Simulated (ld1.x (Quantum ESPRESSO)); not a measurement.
copper ultrasoft: all-electron and pseudo phase curves

```json
{
  "Element": "Cu",
  "Generator": "ld1.x (Quantum ESPRESSO) 7.5",
  "Type": "ultrasoft",
  "Functional": "PBE",
  "Relativity": "scalar-relativistic",
  "Frozen core": "[Ar]",
  "Valence charge": "11",
  "Reference configuration": "3d9 4s0 4p0 (charge +2)",
  "Partial waves": "4s (bound, empty): rcut 1.35, rcutus 1.70 bohr; 4s channel at -0.4 Ry: rcut 1.35, rcutus 1.70 bohr; 4p (bound, empty): rcut 0.70, rcutus 0.95 bohr; 4p channel at -0.85 Ry: rcut 0.70, rcutus 0.95 bohr; 3d (bound): rcut 1.45, rcutus 1.70 bohr; 3d channel at -0.85 Ry: rcut 1.45, rcutus 1.70 bohr",
  "Local potential": "all-electron potential smoothed inside 0.75 bohr (lloc = -1)",
  "Core correction": "none",
  "Augmentation charge": "PSQ, radius 0.50 bohr"
}
```

The phase is arctan(r·u′/u) with u = r·R(r), unwrapped; energies in Ry, scanned from -4 to 5 Ry. A pole is an energy at which the radial function vanishes at the test radius. The pseudo phase is shifted by a multiple of π to meet the all-electron one at the reference energy, and phase errors are pseudo minus all-electron; the curves can meet again beyond the range given. Levels narrower than the energy grid can be missing from the lists of poles.

Problem. For each channel, where are the poles, and over which energies does the pseudopotential scatter like the atom?

Solution.

```tsv
channel	radius (bohr)	reference energy (Ry)	poles, all-electron	poles, pseudo	unbroken range about the reference energy with phases within 0.05 rad	phase error 1 Ry above the reference energy (rad)
s	1.85	-1.64	3.68	3.52	the whole range	+0.000
p	1.85	-1.13	none	none	the whole range	-0.000
d	1.85	-2.18	-1.81	-1.81, 0.62	below -0.1	-0.001
```

Note: ghost states, extra bound levels that the all-electron valence spectrum of the same l lacks: s at -259.3 eV, p at -97.6 eV (d not tested). A true bound ghost makes a file unfit for plane-wave use. Its overlap operator is not positive definite in a basis up to 400 Ry (lowest eigenvalue d -0.66), so the file is unfit for use: the generalised eigenproblem breaks down once the basis is large enough, and its test numbers describe a broken file.

Phases in the p channel:

```tsv
E (Ry)	all-electron	pseudo
-4.00	1.248	1.247
-3.76	1.232	1.232
-3.52	1.215	1.214
-3.28	1.195	1.195
-3.04	1.173	1.172
-2.80	1.147	1.147
-2.56	1.118	1.117
-2.32	1.083	1.083
-2.08	1.041	1.041
-1.84	0.991	0.991
-1.60	0.930	0.929
-1.36	0.852	0.852
-1.12	0.753	0.753
-0.88	0.625	0.625
-0.64	0.460	0.460
-0.40	0.250	0.250
-0.16	0.000	-0.000
0.08	-0.265	-0.266
0.32	-0.512	-0.513
0.56	-0.719	-0.720
0.80	-0.881	-0.882
1.04	-1.007	-1.008
1.28	-1.104	-1.105
1.52	-1.180	-1.182
1.76	-1.242	-1.243
2.00	-1.291	-1.292
2.24	-1.333	-1.334
2.48	-1.367	-1.369
2.72	-1.397	-1.399
2.96	-1.423	-1.424
3.20	-1.446	-1.447
3.44	-1.466	-1.467
3.68	-1.484	-1.485
3.92	-1.500	-1.502
4.16	-1.515	-1.517
4.40	-1.529	-1.531
4.64	-1.542	-1.544
4.88	-1.554	-1.556
```
